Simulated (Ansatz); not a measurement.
Reaction (formal exchange of groups at the Se–Si bond): `B[Se][SiH2]F` + `CF` → `B[Se]CF` + `F[SiH3]`

Gas-phase electronic energies from Ansatz, PBE0-D4/def2-TZVP geometries. CCSD(T)/CBS adds triple-zeta CCSD(T) − MP2 to the extrapolated MP2 energy (def2 sets, frozen cores). This one scheme is used for every species. DFT in def2-TZVPP. B3LYP here is the variant with VWN-RPA as its local correlation; programs differ in this. For Se outer-core shells are correlated without core-valence functions, which leaves a few kJ/mol of doubt a bond. Scalar relativity is left out up to krypton. One conformer a species, not always the lowest.

`B[Se][SiH2]F`:

Z-matrix (Å, degrees):
```
Si
Se 1 2.276
F 1 1.597 2 110.1
H 1 1.478 2 109.8 3 -118.8
H 1 1.480 2 108.3 3 117.5
B 2 1.915 1 97.3 3 86.3
H 6 1.191 2 116.4 1 -178.9
H 6 1.191 2 120.8 1 1.5
```

`CF`:

Cartesian coordinates in Å:
```
C -0.002 0.006 0.061
F 0.033 -0.126 -1.309
H -0.759 0.745 0.329
H 0.979 0.335 0.413
H -0.251 -0.960 0.506
```

`B[Se]CF`:

Z-matrix (Å, degrees):
```
C
Se 1 1.956
F 1 1.367 2 111.0
H 1 1.091 2 108.0 3 119.1
H 1 1.090 2 108.1 3 -120.0
B 2 1.893 1 100.4 3 98.5
H 6 1.191 2 116.8 1 -179.5
H 6 1.192 2 119.9 1 1.2
```

`F[SiH3]`:

```xyz
5

F    -1.218   -0.285   -0.931
Si    0.032    0.007    0.024
H    -0.482    0.410    1.354
H     0.832    1.099   -0.577
H     0.837   -1.232    0.130
```

(1) Is it downhill or uphill in electronic energy at CCSD(T)/CBS, and by how much? (Estimate.)

(2) What do these levels give: B3LYP-D4, PBE, PBE0, MP2/def2-TZVPP, SCS-MP2/def2-TZVPP, CCSD/CBS(def2)? (Best estimate.)

Largest T1 diagnostic among the species: 0.013.

## Answers

(1) The calculation gave: Uphill: ΔE = +102.8 kJ/mol.

(2) The calculation gave: B3LYP-D4 98.2, PBE 94.6, PBE0 100.9, MP2/def2-TZVPP 101.2, SCS-MP2/def2-TZVPP 97.8, CCSD/CBS(def2) 104.3 kJ/mol.

From PBE to PBE0 (25 % exact exchange), in def2-TZVPP and without D4, ΔE moves by +6.3 kJ/mol. In def2-TZVPP, CCSD(T) changes the Hartree–Fock value by −8.3 kJ/mol (the triples alone add −1.5 kJ/mol) and MP2 by −4.0 kJ/mol.
